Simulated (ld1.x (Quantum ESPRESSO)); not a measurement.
An all-electron radial function and its pseudo partner (P)

Columns: radius, all-electron u(r) and pseudo u(r) of the 3p shell (level -5.75 eV) of phosphorus in the configuration [Ne] 3s1.75 3p3.25; LDA (PZ), scalar-relativistic, TM scheme, ld1.x (Quantum ESPRESSO) 7.5.

| r (bohr) | all-electron | pseudo |
| --- | --- | --- |
| 0.085 | 0.1075 | -0.0042 |
| 0.170 | 0.2381 | -0.0168 |
| 0.255 | 0.2991 | -0.0373 |
| 0.340 | 0.2918 | -0.0651 |
| 0.425 | 0.2363 | -0.0995 |
| 0.510 | 0.1523 | -0.1393 |
| 0.595 | 0.0542 | -0.1836 |
| 0.680 | -0.0479 | -0.2312 |
| 0.765 | -0.1475 | -0.2810 |
| 0.850 | -0.2408 | -0.3320 |
| 0.935 | -0.3253 | -0.3831 |
| 1.020 | -0.4001 | -0.4334 |
| 1.105 | -0.4648 | -0.4817 |
| 1.190 | -0.5196 | -0.5268 |
| 1.275 | -0.5650 | -0.5673 |
| 1.360 | -0.6016 | -0.6020 |
| 1.445 | -0.6301 | -0.6301 |
| 1.530 | -0.6512 | -0.6512 |
| 1.615 | -0.6660 | -0.6660 |
| 1.700 | -0.6749 | -0.6749 |
| 1.785 | -0.6789 | -0.6789 |
| 1.870 | -0.6785 | -0.6785 |
| 1.955 | -0.6745 | -0.6745 |
| 2.040 | -0.6674 | -0.6674 |
| 2.125 | -0.6578 | -0.6578 |
| 2.210 | -0.6459 | -0.6459 |

(1) How many radial nodes do the two functions have?

(2) At about which radius was the pseudo-wave matched?

(3) Is the pseudo-wave norm-conserving?

Results:

(1) The all-electron 3p function has n − l − 1 = 1; the pseudo-wave has 0, since the states of the same l below it are removed with the core.

(2) 1.55 bohr. The columns agree to 0.0005 from 1.36 bohr on; several derivatives are matched, so the curves merge somewhat inside the radius.

(3) Yes: the TM scheme keeps the norm inside the radius equal to the all-electron one, which fixes the energy derivative of the logarithmic derivative at the level.
